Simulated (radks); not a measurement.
Results of a calculation; reference values are marked as such.
Q: The mean radii <r> (bohr) of the occupied orbitals of an atom or ion are listed with their occupations. Code: a radial shooting solver on a logarithmic mesh with Libxc functionals. Model: scalar-relativistic Kohn-Sham, Slater X-alpha with alpha = 0.559, spin-polarised, spherical densities, finite nucleus; Fermi nuclear charge, rms radius of each element as measured or else 0.836 A^(1/3) + 0.57 fm.

| orbital | occ. | <r> |
|---|---|---|
| 1s up | 1 | 0.03045 |
| 1s down | 1 | 0.03045 |
| 2s up | 1 | 0.1320 |
| 2s down | 1 | 0.1320 |
| 2p up | 3 | 0.1151 |
| 2p down | 3 | 0.1151 |
| 3s up | 1 | 0.3602 |
| 3s down | 1 | 0.3602 |
| 3p up | 3 | 0.3590 |
| 3p down | 3 | 0.3590 |
| 3d up | 5 | 0.3368 |
| 3d down | 5 | 0.3368 |
| 4s up | 1 | 0.8826 |
| 4s down | 1 | 0.8822 |
| 4p up | 3 | 0.9665 |
| 4p down | 3 | 0.9653 |
| 4d up | 5 | 1.317 |
| 4d down | 5 | 1.298 |
| 5s up | 1 | 2.727 |

Name the element and its charge. Open shells, if any, are filled with parallel spins first.

A: Z = 48, cadmium, charge +1: Cd+ in [Kr] 4d10 5s1. The 1s radius gives Z: for a bare nucleus <r> = (2 gamma + 1)/(2Z) with gamma = sqrt(1 - (Z/c)^2), 0.02993 bohr for Z = 48, and screening makes it slightly larger (0.03045 here). The occupations add up to 47, and the charge is Z minus that.
